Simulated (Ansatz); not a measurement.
Born–Oppenheimer molecular dynamics of F₂H₄O₄W (11 atoms, charge 0, multiplicity 1). It starts from a relaxed structure.

Level of theory: RHF/def2-SVP (Ansatz 0.2.0).

| Quantity | Value |
| --- | --- |
| ensemble | NVE (velocity Verlet) |
| time step | 0.5 fs |
| steps asked | 150 |
| starting velocities drawn for | 2000 K |
| seed | 522807 |

First frame:

```xyz
11
Properties=species:S:1:pos:R:3
W -0.078 0.182 -0.146
F 0.087 0.447 1.720
O 1.776 -0.064 -0.175
H 2.288 -0.752 0.226
O -0.082 2.034 -0.221
H -0.037 2.662 0.486
O -1.906 -0.040 0.044
H -2.415 -0.775 0.355
F -0.070 -1.679 0.252
O -0.135 0.033 -1.982
H 0.465 0.033 -2.712
```

(1) How far do the bonds stretch over the last three quarters of this one trajectory? (Pairs bonded in most of those frames.)

Answers

(1) 
| bond | mean (Å) | spread (Å) | shortest | longest |
| --- | --- | --- | --- | --- |
| W1–F2 | 1.879 | 0.021 | 1.85 | 1.92 |
| W1–O3 | 1.862 | 0.025 | 1.82 | 1.90 |
| W1–O5 | 1.878 | 0.034 | 1.80 | 1.92 |
| W1–O7 | 1.893 | 0.080 | 1.77 | 2.01 |
| W1–F9 | 1.891 | 0.092 | 1.75 | 2.02 |
| W1–O10 | 1.880 | 0.023 | 1.84 | 1.91 |
| O3–H4 | 0.958 | 0.051 | 0.88 | 1.03 |
| O5–H6 | 0.952 | 0.038 | 0.89 | 1.01 |
| O7–H8 | 0.956 | 0.055 | 0.87 | 1.04 |
| O10–H11 | 0.955 | 0.041 | 0.89 | 1.02 |

Pairs bonded in part of these frames only: W1–H6 10 %.

Mean temperature of the second half: 912 K. The conserved energy stayed within 2 meV per atom of its start (net change 0.59 meV per atom), so the integration is sound. Over the second half the temperature averaged 0.46 of the 2000 K drawn at the start: a run that starts near a minimum puts about half its kinetic energy into the potential. A run of 0.075 ps of so small a system gives no equilibrium averages.

Run time: 3.3 min on 2 threads of AMD EPYC 9R45 96-Core Processor (Zen 5), with other jobs on the host, peak memory 0.39 GiB.
